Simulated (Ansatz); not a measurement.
A structure relaxed at PBE0-D4/def2-TZVP, charge 0, multiplicity 2:

Cartesian coordinates in Å:
```
F 1.436 -0.130 -1.176
Ge 0.693 0.267 0.343
F 1.285 -0.962 1.414
Se -1.657 -0.073 0.260
H -1.756 0.898 -0.840
```

Task: Give its formula and SMILES.

Result: F2GeHSe, `[F][Ge]([F])[SeH]`.

Task: Summarise the bond lengths by kind.

Result: 2 × F–Ge 1.734 to 1.737 Å; 1 × Ge–Se 2.376 Å; 1 × H–Se 1.470 Å.

All numbers were calculated with Ansatz.
